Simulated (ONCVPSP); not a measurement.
**In: from the effect back to the setting (ONCV)**

Base potential:

```json
{
  "Element": "In (Z = 49)",
  "Generator": "ONCVPSP 4.0.1",
  "Type": "optimised norm-conserving Vanderbilt (ONCV)",
  "Functional": "LDA (Perdew-Zunger)",
  "Relativity": "scalar-relativistic",
  "Frozen core": "[Kr]",
  "Valence charge": "13",
  "Reference configuration": "4d10 5s1 5p2",
  "Partial waves": "5s: rc 2.05 bohr, ncon 3, nbas 6, qcut 2.9 1/bohr, 2 projectors, debl 1.9 Ha; 5p: rc 2.30 bohr, ncon 4, nbas 9, qcut 2.9 1/bohr, 3 projectors, debl 0.6 Ha; 4d: rc 1.50 bohr, ncon 5, nbas 9, qcut 10.9 1/bohr, 2 projectors, debl 3.3 Ha",
  "Local potential": "polynomial inside 1.35 bohr (lpopt 5, dvloc0 -1 Ha)",
  "Core correction": "none"
}
```

Cutoffs, loose and tight: the cutoffs (Ha) at which the residual kinetic energy of the hardest occupied pseudo-wave falls to 1 and 0.1 mHa per electron. They do not see the model core or the augmentation charge, which bear on the density cutoff. Test errors are all-electron minus pseudo excitation energies from the reference, over the configurations 4d10 5s2 5p1; 4d10 5s2 5p0; 4d10 5s1 5p0; 4d10 5s0 5p0; variants that change the core or the reference have their own tests.

Only the d radius is moved:

```json
{"d radius (bohr)": "1.02", "cutoff, loose": "45 Ha", "cutoff, tight": "56 Ha", "bound ghosts": "s, p", "largest test error (meV)": "-5.2"}
{"d radius (bohr)": "1.28", "cutoff, loose": "42 Ha", "cutoff, tight": "49 Ha", "bound ghosts": "s, p", "largest test error (meV)": "-5.3"}
{"d radius (bohr)": "1.52", "cutoff, loose": "39 Ha", "cutoff, tight": "46 Ha", "bound ghosts": "s, p", "largest test error (meV)": "-5.3"}
{"d radius (bohr)": "2", "cutoff, loose": "31 Ha", "cutoff, tight": "36 Ha", "bound ghosts": "s, p", "largest test error (meV)": "+5.9"}
{"d radius (bohr)": "2.1", "cutoff, loose": "30 Ha", "cutoff, tight": "35 Ha", "bound ghosts": "s, p", "largest test error (meV)": "+6.8"}
```

Problem. One more run gave cutoff, loose: 37 Ha; cutoff, tight: 43 Ha; bound ghosts: s, p; largest test error (meV): -5.1. Which value of the d radius was used?

Solution. 1.72 bohr. The loose cutoff moves one way along this sweep, from 45 Ha at 1.02 to 30 Ha at 2.1 bohr, which places the run between 1.52 and 2 bohr.
